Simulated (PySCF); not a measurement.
disilicon carbide (CSi₂), SMILES [Si]=C=[Si] (connectivity only; charge and spin as stated), neutral, multiplicity 1.

The structure is a stationary point at r2SCAN-D4/def2-TZVP. The geometry has at least one imaginary mode, so it is a saddle point at that level.

The numbers are results of SMD-M06-2X/6-31G* in PySCF, not measurements.

Solvation free energies are E(SMD) − E(gas) at the gas-phase geometry, for 1 M in both phases. In vacuum the dipole moment is 0.00 D.

Computed solvation free energies in water, tetrahydrofuran, 1-octanol:
```
solvent          ΔG(solv) (kcal/mol)  its non-electrostatic (CDS) part  dipole (D)
---------------  -------------------  --------------------------------  ----------
water                           -0.5                               1.0        0.00
tetrahydrofuran                 -1.7                              -0.5        0.00
1-octanol                       -1.7                              -0.4        0.00
```
